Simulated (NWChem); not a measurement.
Species: CClF$_{2}$ cation

```xyz
4

F     -0.0003     1.0475    -1.0677
C      0.0020     0.3812     0.0000
F     -0.0003     1.0475     1.0677
Cl     0.0000    -1.2481     0.0000
```
Atoms are numbered in this order, from 1.

All runs: NWChem. Pople sets run with spherical d functions. The geometry was optimised at B3LYP/6-31G* (spherical d). B3LYP is NWChem's, with the RPA form of VWN correlation. Core excitations by TDA in a window of 1s orbitals, non-relativistic and unshifted: absolute energies depend strongly on the exact-exchange share.

Predict the results for Cl K edge, B3LYP/6-311G**. Quantities: first 1s excitation (eV); dipole oscillator strength of the first; first state with f > 0.002 (eV); dipole oscillator strength of that state.


| Quantity | Value |
|---|---|
| first 1s excitation (eV) | 2760.4 |
| dipole oscillator strength of the first | 0.0023 |
| first state with f > 0.002 (eV) | 2760.4 |
| dipole oscillator strength of that state | 0.0023 |
